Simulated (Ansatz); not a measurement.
CH7AlFNSi, SMILES `[F][AlH][NH]C[SiH3]`. Total charge 0; spin multiplicity 1.

```xyz
12

F     2.0591    2.1125    0.8707
Al    0.5244    2.2739    0.2829
N    -0.4754    0.8244    0.2710
C    -0.1159   -0.5278    0.6803
Si   -0.1616   -1.7196   -0.7835
H     0.0065    3.6630   -0.2323
H    -1.4145    0.8745   -0.0975
H    -0.7626   -0.8939    1.4886
H     0.8984   -0.5220    1.0913
H     0.0976   -3.1252   -0.3640
H    -1.5086   -1.6496   -1.4164
H     0.8528   -1.3103   -1.7911
```

Problem. What are the harmonic wavenumbers in cm⁻¹ at PBE0-D4/def2-TZVP (Ansatz, finite differences of forces, unscaled)? (Estimate.)

Solution. Computed: 44, 104, 122, 168, 254, 346, 472, 495, 533, 554, 635, 725, 751, 843, 883, 921, 939, 946, 1136, 1179, 1265, 1406, 1461, 1991, 2209, 2214, 2226, 3014, 3085, 3595.

Problem. Is this a minimum?

Solution. Yes, all 30 modes are real.

Problem. Give the ideal-gas thermochemistry at 298.15 K and 1 bar (rigid rotor, harmonic oscillator; point group C1, symmetry number 1).

Solution. Zero-point energy 206.5 kJ/mol; H(298) − E = 230.2 kJ/mol; entropy 372.0 J/(mol·K), of which translation 167.1, rotation 116.4, vibration 88.4; G(298) − E = 119.3 kJ/mol. Modes under 100 cm⁻¹ are hindered rotations or soft bends, so the harmonic entropy is rough.
